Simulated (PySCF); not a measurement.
# Assignment exercise: C$_{7}$H$_{11}$Cl

Bonds (- single, = double, # triple, : aromatic): Cl1-C2, C2-C3, C3-C4, C4-C5, C5-C6, C6-C7, C7-C8, C7-C2, C8-C4. C2 carries H9; C3 carries H10, H11; C4 carries H12; C5 carries H13, H14; C6 carries H15, H16; C7 carries H17; C8 carries H18, H19. Stereochemistry as in Cl[C@@H]1C[C@@H]2CC[C@H]1C2. H13, H15 are cis to C2 on the ring; H11, H18 are cis to Cl1 on the ring; H14, H16 are trans to C2 on the ring; H10, H19 are trans to Cl1 on the ring.

PySCF 2.14.0 with density-fitted response routines calculation with shielding tensors at PBE0/pcSseg-1 (GIAO) and geometry from GFN2-xTB; one conformer, no solvent, no relativistic terms.

Scale: TMS for 13C (σref 186.93) and 1H (σref 31.72) (reference shieldings calculated alike).

Task: Assign these signals to the numbered atoms. 13C{1H} NMR (computed): δ 65.6 (CH), 47.4 (CH), 45.0 (CH2), 40.6 (CH), 39.9 (CH2), 32.1 (CH2), 24.6 (CH2).

Result: 
65.6 → C2, sp3 CH bonded to Cl: deshielded by the electronegative neighbour
47.4 → C7, sp3 CH in a ring: a saturated carbon with 3 carbon neighbours and no heteroatom attached
45.0 → C3, sp3 CH2 in a ring: aliphatic region, no heteroatom directly attached
40.6 → C4, sp3 CH in a ring: a saturated carbon with 3 carbon neighbours and no heteroatom attached
39.9 → C8, sp3 CH2 in a ring: a saturated carbon with 2 carbon neighbours and no heteroatom attached
32.1 → C5, sp3 CH2 in a ring
24.6 → C6, sp3 CH2 in a ring

C4 and C8 lie closer than the usual error of such a calculation, so a measured spectrum could show them in the other order.

Task: Assign these signals to the numbered atoms. 1H NMR (300 MHz, computed): δ 4.14 (m, 1H), 2.38 (m, 1H), 2.21 (m, 1H), 2.18 (m, 1H), 2.05 (m, 1H), 1.63 (m, 1H), 1.42 (m, 1H), 1.32 (m, 1H), 1.28 (m, 1H), 1.20 (m, 1H), 1.20 (m, 1H).

Result: 
| δ (ppm) | atoms | environment | reason |
| --- | --- | --- | --- |
| 4.14 | H9 | hydrogen on an sp3 CH bonded to Cl | its carbon carries Cl, which withdraws density |
| 2.38 | H15 | hydrogen on an sp3 CH2 in a ring | – |
| 2.21 | H10 | hydrogen on an sp3 CH2 in a ring | – |
| 2.18 | H17 | hydrogen on an sp3 CH in a ring | – |
| 2.05 | H12 | hydrogen on an sp3 CH in a ring | – |
| 1.63 | H14 | hydrogen on an sp3 CH2 in a ring | far from electronegative atoms and π systems |
| 1.42 | H16 | hydrogen on an sp3 CH2 in a ring | – |
| 1.32 | H13 | hydrogen on an sp3 CH2 in a ring | – |
| 1.28 | H18 | hydrogen on an sp3 CH2 in a ring | – |
| 1.20 | H11 | hydrogen on an sp3 CH2 in a ring | – |
| 1.20 | H19 | hydrogen on an sp3 CH2 in a ring | far from electronegative atoms and π systems |

H10 and H17; H16 and H13; H13 and H18; H18 and H11; H11 and H19 lie closer than the usual error of such a calculation, so a measured spectrum could show them in the other order.

Carbons that carry Cl, above all several Cl atoms, come out too deshielded, partly because spin–orbit coupling is missing. Shifts are as computed. Against solution values, carbons near 30 ppm lie about +3 ppm off and those near 130 ppm about +5 ppm; carbons on Cl a further +6 ppm (rms about the fit 2.1 ppm; single classes can miss by 10 ppm). Of 1328 compounds with measured shifts, 309 miss one by over three times the rms of a fit or turn the order of signals round; such compounds aren't used in these exercises. Signals without a measured value on file couldn't be tested in this way; 1H shifts scatter by 0.2 ppm about their fit, and single ones miss by 0.5 ppm. Multiplicities follow the n + 1 count of equivalent neighbours, as no J values were calculated; m marks all less simple cases, F and P coupling included.
